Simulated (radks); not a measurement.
Problem. Species: Co. Configuration: [Ar] 3d7 4s2. Calculated with a radial shooting solver on a logarithmic mesh with Libxc functionals: Dirac Kohn-Sham, PBE, spin-unpolarised, spherical densities, finite nucleus; open shells are shared between the two j in proportion to 2j + 1; Fermi nuclear charge, rms radius 3.7875 fm. Some entries of the table are withheld. Estimate them.

| orbital | occ. | eigenvalue (hartree) | <r^2> (bohr^2) |
|---|---|---|---|
| 1s1/2 | 2 | -278.9751 | 0.004247 |
| 2s1/2 | 2 | -33.02742 | 0.07698 |
| 2p1/2 | 2 | -28.65017 | (1) |
| 2p3/2 | 4 | -28.10544 | (2) |
| 3s1/2 | 2 | -3.76235 | 0.6913 |
| 3p1/2 | 2 | -2.45721 | (3) |
| 3p3/2 | 4 | -2.38910 | (4) |
| 3d3/2 | 2.8 | -0.30575 | 1.543 |
| 3d5/2 | 4.2 | -0.29868 | 1.567 |
| 4s1/2 | 2 | -0.20100 | (5) |

Solution. 
(1) 2p1/2 <r^2> (bohr^2): 0.06108
(2) 2p3/2 <r^2> (bohr^2): 0.06267
(3) 3p1/2 <r^2> (bohr^2): 0.7739
(4) 3p3/2 <r^2> (bohr^2): 0.7927
(5) 4s1/2 <r^2> (bohr^2): 9.789
